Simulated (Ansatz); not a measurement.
Basis-set extrapolation for `O[SiH]1[S][Al]1[Cl]` (PBE0-D4/def2-TZVP geometry, frozen core, the Gaussian-basis code of Ansatz). Multiplicity 1, RHF reference.

```
                       def2-TZVPP    def2-QZVPP
                 HF  -1464.151825  -1464.194703
    MP2 correlation     -0.779465     -0.850245
CCSD(T) correlation     -0.860443       not run
```

Energies in hartree. Use E(X) = E(∞) + A·exp(−7.88·√X) for Hartree–Fock and E(X) = E(∞) + B·X^(−2.97) for correlation, with X = 3 and 4, and add CCSD(T) minus MP2 of the smaller set to the MP2 limit.

Q: What is the CCSD(T) energy at the basis-set limit?

A: HF limit: -1464.194703 + (-0.042878) × 0.13774 = -1464.20061. MP2 limit: -0.850245 + (-0.070780) × 0.74074 = -0.90267. Higher-order term: -0.860443 − (-0.779465) = -0.08098. Total: -1465.18426 hartree, 4.68 eV below CCSD(T)/def2-TZVPP.
